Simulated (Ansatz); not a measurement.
Program: Ansatz. Geometries: PBE0-D4/def2-TZVP. ΔE: electronic, gas phase. CCSD(T)/CBS is the MP2 limit (def2-TZVPP, def2-QZVPP) plus CCSD(T) − MP2 in def2-TZVPP, frozen cores. Functionals use def2-TZVPP. One conformer a species, not always the lowest.

Consider the substitution at a C–S bond: `C=C(F)SC` + `[F][Al]([SH])[Cl]` → `C[S][Al]([F])[Cl]` + `C=C(F)S`.

```
             level  ΔE (kJ/mol)
        r2SCANh-D4         23.9
SCS-MP2/def2-QZVPP         24.4
```

**Question.** What does CCSD(T)/CBS give? (Estimate.)

**Answer.** Computed: +24.3 kJ/mol. The listed levels differ from it by -0.4, 0.1 kJ/mol.

**Question.** What do rigid-rotor, harmonic-oscillator terms from PBE0-D4/def2-TZVP frequencies (298.15 K, 1 bar) make of the CCSD(T)/CBS value? (Best estimate.)

**Answer.** Ansatz gave: ΔZPE = +0.3 kJ/mol, ΔH = +25.4 kJ/mol, ΔS = 10 J/(mol·K), ΔG = +22.4 kJ/mol.

Largest T1 diagnostic among the species: 0.012.

Leaving LDA and LC-ωPBE aside and taking each functional with its dispersion term where it has one, the values, not all of them listed here, spread over 2.7 kJ/mol, from BLYP-D4 to PBE-QIDH.
